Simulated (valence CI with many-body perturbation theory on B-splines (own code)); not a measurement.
The numbers below are computed, except where a source is named.
**Cd²⁵⁺: what the settings do**

Method: relativistic CI+MBPT: five valence electrons over a frozen Dirac-Fock core [Ar], radial functions for each j: 6 s, 6 p, 5 d, 5 f, 1 g, with the one-electron correlation potential Σ1, the two-electron term Σ2, the three-electron term Σ3, Breit, model QED; selected CI, second order for the rest, scaled by the run's own slope (own B-spline code, finite nucleus).

No measured levels were compared; by estimate terms of the open shell hold to 2 to 4 % of their energy, and close levels can change places. Among the levels kept, up to 560 cm⁻¹ of a level comes from second order outside the variational space, and about a tenth of that is noise between levels of different J, which matters for small intervals. Only levels of the ground parity were solved; by the run's estimate the other parity begins above the list, which can be wrong where configurations are misplaced.

The reference run has the lowest level 3d5 6S_5/2 and an ionisation energy of 1319.87 eV. Its largest variational space holds 9982 state functions.

Names give the largest LS component (configuration and term), which can be under half, so a name can repeat, a term be missing and a line seem to break the LS rules; names also repeat where a configuration has a term twice. Letters in brackets count levels of one name in rising energy.

Changed runs:
A. lowest core n in screening and Σ2 1 → 4
B. size limit of the variational space 10000 → 1500; box radius (bohr) 4.408 → 2.58; second order for the rest on → off
C. size limit of the variational space 10000 → 1500
D. correlating orbitals by l 3 3 3 3 1 → 2 2 1 1 0; natural orbitals for correlation on → off (bad on purpose)

Excitation energies of the reference run in cm⁻¹, and shifts in cm⁻¹:

| Level | Reference | B | C | D |
| --- | --- | --- | --- | --- |
| 3d5 4G_5/2 [a] | 85994 | +2360 | +131 | +2996 |
| 3d5 4G_7/2 | 118240 | +2070 | +169 | +2523 |
| 3d5 4P_3/2 | 122258 | +1364 | +118 | +3041 |
| 3d5 4G_11/2 | 122958 | +948 | +237 | +2221 |
| 3d5 4G_5/2 [b] | 129257 | +1793 | +127 | +2402 |
| 3d5 4G_9/2 | 131224 | +1789 | +176 | +2229 |
| 3d5 4P_1/2 | 140491 | -2141 | +378 | +3105 |
| 3d5 4D_7/2 | 161296 | +2057 | +128 | +2732 |
| 3d5 4D_5/2 | 168927 | +2571 | +104 | +3491 |
| 3d5 2I_11/2 | 183262 | +1203 | +343 | +2586 |
| 3d5 4D_1/2 | 186288 | -2311 | +393 | +2861 |
| 3d5 2F_7/2 [a] | 189457 | +3237 | +151 | +4045 |
| Ionisation energy (eV) | 1319.87 | -0.79 | +0.027 | -0.08 |

Run A: It gave no result: the setting left no core shell for the response of the core. The program said: "need at least one array to concatenate".
